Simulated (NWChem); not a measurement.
# GaH2S2F; SMILES [F][Ga]([SH])[SH]

```xyz
6

Ga    -0.2367    -0.0107     0.0000
F     -1.9861     0.0513     0.0000
S      0.7990     1.9179     0.0000
H     -0.3708     2.5967     0.0000
S      0.6791    -1.9953     0.0000
H      1.9331    -1.4898     0.0000
```
Atoms are numbered in this order, from 1.

All runs: NWChem. Pople sets run with spherical d functions. All runs use the structure optimised with PBE0/def2-SVP. Level M06-L/6-31G*: energy and gradient on several grids; changes count from the extra-fine grid, which is no exact limit either.

```csv
grid,size of the energy change (μHa),largest change of a gradient component (μHa/bohr)
xcoarse,20000,9000
coarse,1000,1000
medium,70,200
fine,20,90
xfine,< 10,< 30
```
